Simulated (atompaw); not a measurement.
**Pseudopotential generation for hafnium (Hf): PAW (atompaw), LDA (PW92), scalar-relativistic.**

hafnium, PAW, made with atompaw 4.2.0.5 (LDA (PW92), scalar-relativistic). Core [Kr] 4d10 4f14 5s2, reference 5p6 5d2 6s2 6p0. Waves: 6s (bound): rc 3.00 bohr; 6s channel at 0.3 Ry: rc 3.00 bohr; 5p (bound): rc 2.05 bohr; 6p (bound, empty): rc 2.00 bohr; 5d (bound): rc 2.20 bohr; 5d channel at 1.2 Ry: rc 3.00 bohr. Local part: vpsmatchnc scheme with l = 3 at 1 Ry, radius 2.05 bohr. Core correction: smooth core density matched at 2.25 bohr. Augmentation charge: sinc compensation charge, radius 2.30 bohr; PAW radius 3.00 bohr; waves and projectors: custom polynom2 7 10 vanderbiltortho.

All-electron outer shells of the reference configuration (LDA (PW92), scalar-relativistic, ld1.x):

| shell | level (eV) | outermost node (bohr) | outermost maximum (bohr) |
| --- | --- | --- | --- |
| 5s | -67.18 | 0.55 | 1.01 |
| 5p | -35.71 | 0.60 | 1.16 |
| 4f | -17.03 | – | 0.45 |
| 6s | -5.26 | 1.37 | 2.89 |
| 5d | -2.87 | 0.67 | 1.71 |
| 6p | -1.47 | 1.66 | 4.05 |

(1) Does the generator finish with these settings?

## Answers

(1) No. atompaw 4.2.0.5 stopped with "atompaw: The overlap operator has at least one negative eigenvalue!": the overlap operator built from these waves and projectors is not positive definite.
